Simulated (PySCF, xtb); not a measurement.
CH₇Si₂, charge +1, multiplicity 1. Atoms are numbered in the order given.

```xyz
10

Si     0.1691     1.5746     0.0000
C     -0.8601     0.1152     0.0000
Si     0.2214    -1.5368     0.0000
H      0.6647     2.1647     1.2639
H      0.6647     2.1647    -1.2639
H     -1.4788     0.0441    -0.9111
H     -1.4788     0.0441     0.9111
H     -0.7945    -2.6174     0.0000
H      1.0580    -1.5101    -1.2281
H      1.0580    -1.5101     1.2281
```
Charge +1, spin multiplicity 1.

Geometry: PBE0-D3(BJ)/def2-SVP. The multiplicity is an assumed one; other spin states were not compared. The isomer is the one that the SMILES or the coordinates give; other isomers of the formula were not compared.

Calculation: PySCF 2.14.0 with IEF-PCM-B3LYP/def2-SVP.

The values are the electrostatic part of the solvation free energy, E(continuum) − E(gas) at the gas-phase geometry, in a cavity of scaled van der Waals radii (PySCF's table); cavitation and dispersion terms are not included. In vacuum the orbital gap is 5.29 eV.

| solvent | ε | ΔG(elec) (kcal/mol) | gap (eV) |
|---|---|---|---|
| water | 78.36 | -56.4 | 5.83 |
| N,N-dimethylformamide | 37.22 | [?] | [?] |
| n-hexane | 1.88 | -26.4 | 5.50 |

### Question
Complete the blanks. (The exact figures need the calculation; the answer reports its results.)

### Answer

- N,N-dimethylformamide, ΔG(elec) (kcal/mol): -55.6
- N,N-dimethylformamide, gap (eV): 5.83

For comparison, GFN2-xTB/ALPB(water) (xtb, at the GFN2-xTB geometry, all terms of that model) gives -45.2 kcal/mol.
